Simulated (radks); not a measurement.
Spherical jellium clusters: N electrons in a uniform positive sphere of charge N and radius rs N^(1/3), rs = 2.85 bohr. Method: non-relativistic Kohn-Sham, PBEsol, spin-polarised, spherical densities; computed with a radial shooting solver with Libxc functionals. Levels are named by radial order and angular momentum (1s, 1p, 1d, 2s, ...), and open shells are averaged over m.

N = 10, configuration 1s2 1p6 1d(up 2, down 0). This is the lowest configuration that the search found. Occupied and some empty levels:

level    occupation  eigenvalue (eV)  <r> (bohr)
1s up             1          -7.1226       4.060
1s down           1          -6.9304       3.903
1p up             3          -4.9888       5.040
1p down           3          -4.6277       4.941
1d up             2          -2.5554       5.998
1d down           0          -2.1043       5.983
2s up             0          -2.0435       6.148
2s down           0          -1.7666       6.195
1f up             0         -0.16958       7.959

Energy (eV): total -13.5390, kinetic 30.895, external -509.48, Hartree 245.27, exchange-correlation -46.123, background 265.90.
